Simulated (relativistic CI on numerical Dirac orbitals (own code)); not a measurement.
Method of calculation: Dirac-Coulomb-Breit CI, KLI orbitals optimised for each configuration, a model potential for QED, unscaled Slater integrals (own radial code, finite nucleus).

CI space (outside the closed core [Ne]): 3s²3p⁶3d³, 3s²3p⁵3d⁴, 3s²3p⁶3d²4s, 3s3p⁶3d⁴, 3s²3p⁶3d²4p, 3s²3p⁶3d²4d, 3s²3p⁶3d4s4p, 3s²3p⁶3d²4f, 3s²3p⁶3d²5s, 3s²3p⁶3d²5p, 3s²3p⁵3d³4s, 3s²3p⁶3d4p4d, 3s²3p⁶3d²5d, 3s²3p⁶3d²5f, 3s²3p⁶3d²5g, 3s²3p⁶3d²6s, 3s²3p⁵3d³4p, 3s²3p⁶3d²6p, 3s²3p⁶3d²6d, 3s²3p⁵3d³4d, 3s3p⁶3d³4s, 3s²3p⁵3d³4f, 3s²3p⁵3d³5s, 3s²3p⁵3d³5p, 3s²3p⁶3d4s², 3s²3p⁶4s²4p, 3s²3p⁶4s²4d, 3s²3p⁶4s²4f, 3p⁶3d⁵, 3p⁵3d⁶, 3s²3p⁶3d4p², 3s²3p⁶4s4p², 3s²3p⁶4p³, 3s²3p⁶4p²4d, 3s²3p⁶4p²4f, 3s²3p⁶3d4s4d, 3s²3p⁶4s4p4d, 3s²3p⁶4s4d², 3s²3p⁶4s4d4f, 3s²3p⁶3d4d², 3s²3p⁶4p4d², 3s²3p⁶4d³, 3s²3p⁶4d²4f, 3s3p⁶3d²4s², 3s3p⁶3d4s²4p, 3s3p⁶3d4s²4d, 3s3p⁶3d4s²4f. Double excitations out of closed p, d and f shells are left out; levels of such configurations are missing from the list, as are those of other unlisted configurations, and high levels can miss mixing partners. These lack a partner that the ground configuration has and come out too high: 3s²3p⁵3d³4s, 3s²3p⁵3d³4p, 3s²3p⁵3d³4d, 3s²3p⁵3d³4f, 3s²3p⁵3d³5s.

At this charge configurations can still be misplaced by up to about 7 % of their energy. Terms inside the open d or f shell come out 10 to 20 % too wide with unscaled integrals.

Outline of the computed level scheme of Cu IX. Lowest level of each configuration: 3s²3p⁶3d³ ⁴F3/2 at 0.0000 eV; 3s²3p⁵3d⁴ ⁶D°9/2 at 60.7398 eV.

Some strong electric-dipole decays among the lowest 45 levels: 3s²3p⁵3d⁴ ⁴S°3/2 → 3s²3p⁶3d³ ⁴P1/2 (2.9e+09 s⁻¹); 3s²3p⁵3d⁴ ⁴G°9/2 → 3s²3p⁶3d³ ⁴F7/2 (2.4e+09 s⁻¹); 3s²3p⁵3d⁴ ⁴G°11/2 → 3s²3p⁶3d³ ⁴F9/2 (1.9e+09 s⁻¹); 3s²3p⁵3d⁴ ⁴S°3/2 → 3s²3p⁶3d³ ⁴P3/2 (1.9e+09 s⁻¹).

LS names give the leading component of a level, which can be under half, so a name can repeat, a term be missing and a line seem to break the LS rules.
